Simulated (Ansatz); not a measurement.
Saddle point of BH₄BrO₃, singlet (BH₂BrO₂ ([OH][B]([OH])[Br]) + H₂O → BH₃O₃ ([OH][B]([OH])[OH]) + HBr; bonds formed: B1–O6, Br2–H5; bonds broken: B1–Br2, H5–O6), PBE0-D4/def2-TZVP structure:

```json
{"atom": "B1", "x (Å)": "-0.2949", "y (Å)": "0.2476", "z (Å)": "-0.0472"}
{"atom": "Br2", "x (Å)": "0.8745", "y (Å)": "-1.7243", "z (Å)": "-1.1540"}
{"atom": "O3", "x (Å)": "-0.2268", "y (Å)": "1.1903", "z (Å)": "-1.0140"}
{"atom": "O4", "x (Å)": "-1.4375", "y (Å)": "-0.1111", "z (Å)": "0.5841"}
{"atom": "H5", "x (Å)": "1.3292", "y (Å)": "-0.6748", "z (Å)": "0.4199"}
{"atom": "O6", "x (Å)": "0.8775", "y (Å)": "0.1201", "z (Å)": "0.9382"}
{"atom": "H7", "x (Å)": "0.5603", "y (Å)": "1.1332", "z (Å)": "-1.5617"}
{"atom": "H8", "x (Å)": "-2.2231", "y (Å)": "0.0391", "z (Å)": "0.0532"}
{"atom": "H9", "x (Å)": "0.5408", "y (Å)": "-0.2201", "z (Å)": "1.7814"}
```

Energies are electronic, without zero-point energy. Barriers and step energies count from the start structure reached by relaxing down the imaginary mode; all methods use the PBE0-D4 structures, on which another method's saddle can fall below an end. Program: Ansatz 0.2.0. Basis: def2-TZVPP, with def2-QZVPP for the basis limit. Cores are frozen in the correlated methods. Filled d shells of the heavier atoms are correlated. The def2 sets are not built for correlating such inner shells, so the correlated values are less sure here. B3LYP uses VWN-RPA correlation. Extrapolation: Hartree–Fock as exp(−7.88 √X), correlation as X^−2.97.

```
      method  barrier (kJ/mol)  step energy (kJ/mol)
       SPW92              -2.3                 -71.8
      PBE-D4                 ?                 -53.3
     BLYP-D4              42.8                 -57.7
   r2SCAN-D4              31.4                 -58.1
      B97M-V              47.2                 -59.6
     PBE0-D4              36.7                 -54.7
    B3LYP-D4                 ?                 -59.3
  r2SCAN0-D4              34.1                 -58.5
    BHLYP-D4                 ?                 -61.7
CAM-B3LYP-D4              42.6                 -64.5
     wB97X-V              46.0                 -55.6
     wB97M-V              40.0                 -56.1
      B2PLYP              49.6                 -57.3
    PBE-QIDH              42.0                 -54.6
  RPA on PBE              59.5                 -51.3
          HF              70.3                 -59.6
         MP2              50.4                 -50.9
        CCSD              57.3                 -55.7
     CCSD(T)              52.5                 -54.7
```

(1) Fill in the withheld barriers. (Judge from chemistry; the value comes from the calculation.)

The T1 diagnostic stays at or below 0.011.

## Answers

(1) Computed: B3LYP-D4 44.5; BHLYP-D4 47.9; PBE-D4 33.2 kJ/mol. Each is the energy of the saddle less that of the start structure, by the same method.

For comparison, the barrier by CCSD(T) at an estimated basis limit (MP2 extrapolated from triple and quadruple zeta, plus CCSD(T) − MP2 in triple zeta) is 52.8 kJ/mol.

The step is the kind of ligand exchange by which a precursor binds to a hydroxyl group, or is hydrolysed, in atomic layer deposition of oxides.

Labels in which every atom is bracketed show which atoms are joined, not bond orders.

For scale, one of the runs: CCSD(T)/def2-TZVPP, 228 basis functions, launched by `ansatz run in.yaml --threads 8 --pin off --events-out ev --progress --plain --max-ram 19148MiB`. The run took 89 s on 8 CPU threads of an Arm Neoverse V2 (shared host), with 4.4 GiB of host memory at its peak.
